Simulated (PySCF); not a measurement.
C2H10O2Si2, SMILES O[SiH2]C(C)[SiH2]O.

Geometry: PBE-D3(BJ)/def2-SVP. This is a generated structure with no PubChem entry under its InChIKey; it may be hypothetical. Other conformers were not sampled.

The numbers are results of PBE-D3(BJ)/def2-SVP run with PySCF, not measurements.

Frequencies are harmonic and unscaled.

```json
[
 {"mode": "1", "ν (cm⁻¹)": "44", "IR (km/mol)": "1.1", "moving atoms (share of kinetic energy)": "O 41 %, H 27 %, C 16 %, Si 15 %"},
 {"mode": "2", "ν (cm⁻¹)": "79", "IR (km/mol)": "4.5", "moving atoms (share of kinetic energy)": "O 39 %, H 28 %, Si 23 %, C 10 %"},
 {"mode": "3", "ν (cm⁻¹)": "110", "IR (km/mol)": "3.5", "moving atoms (share of kinetic energy)": "O 54 %, H 19 %, Si 17 %, C 10 %"},
 {"mode": "4", "ν (cm⁻¹)": "162", "IR (km/mol)": "3.3", "moving atoms (share of kinetic energy)": "H 40 %, O 34 %, Si 14 %, C 12 %"},
 {"mode": "5", "ν (cm⁻¹)": "187", "IR (km/mol)": "64.7", "moving atoms (share of kinetic energy)": "H 62 %, C 21 %, Si 13 %"},
 {"mode": "6", "ν (cm⁻¹)": "198", "IR (km/mol)": "12.8", "moving atoms (share of kinetic energy)": "H 65 %, C 19 %, O 9 %"},
 {"mode": "7", "ν (cm⁻¹)": "223", "IR (km/mol)": "16.3", "moving atoms (share of kinetic energy)": "H 82 %, Si 9 %"},
 {"mode": "8", "ν (cm⁻¹)": "245", "IR (km/mol)": "98.0", "moving atoms (share of kinetic energy)": "H 75 %, C 12 %, O 9 %"},
 {"mode": "9", "ν (cm⁻¹)": "287", "IR (km/mol)": "43.0", "moving atoms (share of kinetic energy)": "H 39 %, Si 24 %, O 21 %, C 16 %"},
 {"mode": "10", "ν (cm⁻¹)": "350", "IR (km/mol)": "25.3", "moving atoms (share of kinetic energy)": "Si 48 %, H 19 %, O 18 %, C 15 %"},
 {"mode": "11", "ν (cm⁻¹)": "536", "IR (km/mol)": "5.0", "moving atoms (share of kinetic energy)": "H 65 %, Si 27 %"},
 {"mode": "12", "ν (cm⁻¹)": "575", "IR (km/mol)": "26.2", "moving atoms (share of kinetic energy)": "H 39 %, C 35 %, Si 20 %"},
 {"mode": "13", "ν (cm⁻¹)": "612", "IR (km/mol)": "69.4", "moving atoms (share of kinetic energy)": "H 62 %, C 22 %, Si 15 %"},
 {"mode": "14", "ν (cm⁻¹)": "699", "IR (km/mol)": "12.1", "moving atoms (share of kinetic energy)": "H 78 %, C 13 %"},
 {"mode": "15", "ν (cm⁻¹)": "717", "IR (km/mol)": "62.2", "moving atoms (share of kinetic energy)": "H 90 %"},
 {"mode": "16", "ν (cm⁻¹)": "744", "IR (km/mol)": "85.4", "moving atoms (share of kinetic energy)": "H 55 %, C 31 %, Si 10 %"},
 {"mode": "17", "ν (cm⁻¹)": "794", "IR (km/mol)": "51.2", "moving atoms (share of kinetic energy)": "O 46 %, H 40 %, Si 14 %"},
 {"mode": "18", "ν (cm⁻¹)": "805", "IR (km/mol)": "170.8", "moving atoms (share of kinetic energy)": "O 50 %, H 31 %, Si 18 %"},
 {"mode": "19", "ν (cm⁻¹)": "861", "IR (km/mol)": "84.2", "moving atoms (share of kinetic energy)": "H 70 %, Si 18 %, O 10 %"},
 {"mode": "20", "ν (cm⁻¹)": "866", "IR (km/mol)": "167.4", "moving atoms (share of kinetic energy)": "H 78 %, Si 12 %, O 10 %"},
 {"mode": "21", "ν (cm⁻¹)": "876", "IR (km/mol)": "95.2", "moving atoms (share of kinetic energy)": "H 78 %, O 12 %, Si 10 %"},
 {"mode": "22", "ν (cm⁻¹)": "881", "IR (km/mol)": "117.3", "moving atoms (share of kinetic energy)": "H 88 %"},
 {"mode": "23", "ν (cm⁻¹)": "907", "IR (km/mol)": "132.1", "moving atoms (share of kinetic energy)": "H 89 %"},
 {"mode": "24", "ν (cm⁻¹)": "918", "IR (km/mol)": "36.3", "moving atoms (share of kinetic energy)": "H 82 %, Si 11 %"},
 {"mode": "25", "ν (cm⁻¹)": "951", "IR (km/mol)": "82.8", "moving atoms (share of kinetic energy)": "H 77 %, C 13 %, Si 9 %"},
 {"mode": "26", "ν (cm⁻¹)": "971", "IR (km/mol)": "44.4", "moving atoms (share of kinetic energy)": "H 84 %, Si 8 %"},
 {"mode": "27", "ν (cm⁻¹)": "1034", "IR (km/mol)": "31.5", "moving atoms (share of kinetic energy)": "C 79 %, H 20 %"},
 {"mode": "28", "ν (cm⁻¹)": "1079", "IR (km/mol)": "38.1", "moving atoms (share of kinetic energy)": "H 54 %, C 43 %"},
 {"mode": "29", "ν (cm⁻¹)": "1211", "IR (km/mol)": "1.5", "moving atoms (share of kinetic energy)": "H 69 %, C 30 %"},
 {"mode": "30", "ν (cm⁻¹)": "1342", "IR (km/mol)": "1.0", "moving atoms (share of kinetic energy)": "H 83 %, C 17 %"},
 {"mode": "31", "ν (cm⁻¹)": "1417", "IR (km/mol)": "6.5", "moving atoms (share of kinetic energy)": "H 97 %"},
 {"mode": "32", "ν (cm⁻¹)": "1429", "IR (km/mol)": "8.6", "moving atoms (share of kinetic energy)": "H 97 %"},
 {"mode": "33", "ν (cm⁻¹)": "2120", "IR (km/mol)": "162.7", "moving atoms (share of kinetic energy)": "H 97 %"},
 {"mode": "34", "ν (cm⁻¹)": "2141", "IR (km/mol)": "107.9", "moving atoms (share of kinetic energy)": "H 97 %"},
 {"mode": "35", "ν (cm⁻¹)": "2190", "IR (km/mol)": "73.0", "moving atoms (share of kinetic energy)": "H 97 %"},
 {"mode": "36", "ν (cm⁻¹)": "2193", "IR (km/mol)": "152.2", "moving atoms (share of kinetic energy)": "H 97 %"},
 {"mode": "37", "ν (cm⁻¹)": "2951", "IR (km/mol)": "4.6", "moving atoms (share of kinetic energy)": "H 93 %"},
 {"mode": "38", "ν (cm⁻¹)": "2956", "IR (km/mol)": "33.7", "moving atoms (share of kinetic energy)": "H 97 %"},
 {"mode": "39", "ν (cm⁻¹)": "3037", "IR (km/mol)": "18.0", "moving atoms (share of kinetic energy)": "H 91 %, C 9 %"},
 {"mode": "40", "ν (cm⁻¹)": "3046", "IR (km/mol)": "12.0", "moving atoms (share of kinetic energy)": "H 90 %, C 10 %"},
 {"mode": "41", "ν (cm⁻¹)": "3765", "IR (km/mol)": "109.5", "moving atoms (share of kinetic energy)": "H 94 %"},
 {"mode": "42", "ν (cm⁻¹)": "3765", "IR (km/mol)": "17.2", "moving atoms (share of kinetic energy)": "H 94 %"}
]
```
